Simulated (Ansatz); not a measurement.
Correlation energies of C2H7AlO2 by basis set

```xyz
12

C    -1.254   -1.472    0.541
O    -1.152   -0.230   -0.134
C    -0.109    0.540    0.218
O     1.232   -0.062   -0.450
Al    0.843    1.750   -0.995
H    -1.204   -1.325    1.627
H    -0.454   -2.148    0.227
H    -2.218   -1.905    0.277
H     0.109    0.494    1.293
H     1.907   -0.234    0.213
H     1.866    2.748   -0.298
H     0.436    1.843   -2.520
```

Total charge 0; spin multiplicity 1. The bonds changed during the relaxation, so this is another structure than the one it started from. All single points use the PBE0-D4/def2-TZVP geometry. It is one conformer, not always the lowest. Frozen core, restricted reference, the Gaussian-basis code of Ansatz. CBS rows extrapolate triple and quadruple zeta; past MP2 they add the triple-zeta difference.

```
     basis     HF (Eh)  MP2 corr.  CCSD corr.       (T)  CCSD(T) total
def2-TZVPP  -471.51616   -0.90791    -0.94674  -0.03623     -472.49913
def2-QZVPP  -471.53437   -0.97479           –         –              –
 CBS(def2)  -471.53688   -1.02434    -1.06317     as TZ     -472.63628
```
